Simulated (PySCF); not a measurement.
C₃H₇AlIN.
SMILES with atom numbers: `[AlH3-:1][N+:2]#[C:3][CH2:4][CH2:5][I:6]` (hydrogens: H7, H8, H9 on Al1; H10, H11 on C4; H12, H13 on C5)

A GFN2-xTB structure was refined with PBE0-D3(BJ)/def2-SVP geometry optimisation, gas phase, def2 core potentials past Kr (PySCF 2.14.0). Its GFN2-xTB values:

```tsv
coordinate	GFN2-xTB
Al1–N2	1.972 Å
Al1–H7	1.583 Å
N2≡C3	1.133 Å
C3–C4	1.482 Å
C4–C5	1.507 Å
C4–H10	1.096 Å
C5–I6	2.151 Å
C5–H12	1.079 Å
Al1–N2–C3	135.3°
N2–C3–C4	175.8°
C3–C4–C5	107.0°
C4–C5–I6	109.7°
C3–C4–C5–I6	177°
```

Q: How do these coordinates change at the PBE0-D3(BJ)/def2-SVP level?

A: 
| coordinate | PBE0-D3(BJ)/def2-SVP (Å or °) | change |
| --- | --- | --- |
| Al1–N2 | 2.038 | +0.066 |
| C3–C4 | 1.454 | -0.028 |
| Al1–H7 | 1.605 | +0.022 |
| N2≡C3 | 1.152 | +0.019 |
| C4–C5 | 1.525 | +0.018 |
| C5–H12 | 1.097 | +0.018 |
| C4–H10 | 1.102 | +0.006 |
| C5–I6 | 2.145 | -0.006 |
| Al1–N2–C3 | 179.0 | +43.7 |
| C3–C4–C5 | 111.0 | +4.0 |
| N2–C3–C4 | 178.0 | +2.2 |
| C4–C5–I6 | 110.8 | +1.1 |
| C3–C4–C5–I6 | -179 | +4 |

The energy falls by 34.2 kJ/mol over 15 energy and gradient evaluations, the largest force component goes from 0.0718 to 3.7e-04 Eh/bohr, and the atoms move by 0.730 Å rms after alignment. The bond that changes most is Al1–N2 (ends: aluminium bonded to N and 3 H; nitrogen bonded to Al and C), which lengthens by 0.066 Å. Bonds longer at the end by more than 0.005 Å: 9 of 12; shorter: 2. Rotational constants go from 6717, 379.5, 362.7 to 14837, 305.3, 301.6 MHz.

The run used 135 basis functions and 119 SCF cycles in all.

Not checked by PBE0-D3(BJ)/def2-SVP frequencies. The numbers are those of one conformer.

Conformer computed: `[AlH3-:1][N+:2]#[C:3][CH2:4][CH2:5][I:6]`: C3–C4–C5–I6 -179°.
